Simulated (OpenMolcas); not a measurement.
**Computed transition rates of Pt2+**

```json
{
  "Program": "OpenMolcas 26.06",
  "Method": "SS-CASPT2, IPEA 0.25 Eh, imaginary shift 0.1 Eh (closed shells correlated: 5s 5p)",
  "Basis": "ANO-RCC-VTZP [8s7p5d3f1g]",
  "Scalar Hamiltonian": "DKH2, point nucleus",
  "Active space": "8 electrons in 5 orbitals (5d)",
  "State averaging": "2S+1 = 3 even, 10 roots; 2S+1 = 1 even, 15 roots kept (CI in the orbitals of an earlier block)",
  "Spin-orbit coupling": "state interaction with AMFI integrals over the reference wave functions, term energies averaged over their components"
}
```

Rates come from the transition moments of the reference wave functions (E1 and E2 in the length form). At fixed line strength A goes as λ^-3 for E1 and M1 and as λ^-5 for E2, so a rate at the computed wavelength can be rescaled to the measured one. Measured vacuum wavelengths follow from level energies in NIST levels as listed in McCann et al., Mon. Not. R. Astron. Soc. 538, 537 (2025). Branching counts decays inside the model space alone, at computed energies, and the table is only a selection of the M1 lines, drawn from those between levels with measured partners whose computed energy lies within a factor of 1.5 of the measured one.

| Upper | Lower | Type | λ computed (nm) | λ measured (nm) | A computed (s-1) | A rescaled (s-1) | Branching % |
| --- | --- | --- | --- | --- | --- | --- | --- |
| 5d⁸ ³P₁ | 5d⁸ ³P₀ | M1 | 4385 | 5427 | 1.83e-01 | 9.65e-02 | 1.2 |
| 5d⁸ ³F₃ | 5d⁸ ³F₄ | M1 | 1002 | 1025 | 2.49e+01 | 2.33e+01 | 99.0 |
| 5d⁸ ¹G₄ | 5d⁸ ³F₃ | M1 | 770.1 | 863.6 | 1.80e+00 |  | 10.1 |
| 5d⁸ ¹G₄ | 5d⁸ ³F₄ | M1 | 435.5 | 468.8 | 1.59e+01 |  | 89.3 |

Spin-changing lines and M1 lines between different terms are not rescaled, since their strength hangs on the term gaps too.

The largest correction is for 5d⁸ ³P₁ → 5d⁸ ³P₀ (M1): 1.83e-01 × (4385 / 5427)^3 = 9.65e-02 s-1, a factor of 0.53.

The computed rate and branching of 5d⁸ ³F₃ → 5d⁸ ³F₄ give the upper level a radiative lifetime of 0.990 / 2.49e+01 s-1 = 3.98e-02 s, counting decays inside the model space alone. The rescaled rate gives about 4.3e-02 s.

These are rates of the free ion; in crystals, glasses and complexes forced electric-dipole and non-radiative decay shorten such lifetimes by orders of magnitude. No measured rate stands beside these. Rescaling mends the energy factor alone: line strengths can still be far off where a level mixes with configurations outside the active space, and weak or spin-changing lines hang on small mixing coefficients that depend on the term gaps too, so rescaling need not improve them.

CASPT2 does not keep the components of a term degenerate, so their means are used; among the terms shown or strongly mixed into the levels shown the widest spread is 700 cm-1 (5d⁸ ¹G). Configurations with an s electron lie low in 5d ions of this charge, fall among these levels and mix in, so low-spin terms can stand far too high, up to twice their true height, and weights are not those of the real levels. Terms from blocks run as CI alone lack orbitals of their own. Some terms miss by over 15 % even with CASPT2, which points to a basis or an active space too small for the shells correlated. Computed and measured levels are paired by configuration, term and J; levels that our copy of the source lacks, or whose pairing is in doubt (as where it misses far off the trend of its configuration), stay unpaired. Only configurations of the active space appear.
